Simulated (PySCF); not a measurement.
Computed shifts of a molecule C4H9B, PBE0/pcSseg-1 run with PySCF, GIAO, gas phase, atoms alike by connectivity averaged where their shifts nearly agree, in ppm (number of nuclei): ¹H: 7.48 (1), 7.04 (1), 7.00 (1), 6.91 (1), 2.41 (1), 1.77 (1), 1.52 (3). ¹³C: 153.6 (1), 152.9 (1), 29.3 (1), 13.9 (1). References: ¹¹B against BF3 (σ = 88.8 ppm); ¹H against TMS (σ = 31.56 ppm); ¹³C against TMS (σ = 186.3 ppm), references at their B3LYP-D3(BJ)/def2-TZVP geometries, non-relativistic. Geometry: PBE0-D3(BJ)/def2-SVP. Other conformers were not sampled.

**Question.** Pick the molecule that these values belong to.
A. C=CCBC
B. C=CBCC
C. C=CB(C)C

**Answer.** B, C=CBCC
